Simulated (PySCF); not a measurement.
Input for PySCF: R-HF/STO-3G on AsN, a point of a bond scan (R = 1.934 Å).

```python
from pyscf import gto, scf, dft, mp
from pyscf.data.elements import chemcore

mol = gto.M(
    atom='''
    As   -0.00000000   -0.00000000   -0.28199367
    N     0.00000000    0.00000000    1.65167719
    ''',
    basis='sto-3g',
    charge=0, spin=0, verbose=3, max_memory=1800)
mf = scf.RHF(mol)
mf.conv_tol = 1e-8
mf.max_cycle = 100
mf.kernel()
if not mf.converged:
    mf = mf.newton().run(mf.mo_coeff, mf.mo_occ)
```

The log:

```
converged SCF energy = -2262.8245441929
```

Self-consistency was reached.

Cost: around 0.10 core-seconds (rough).
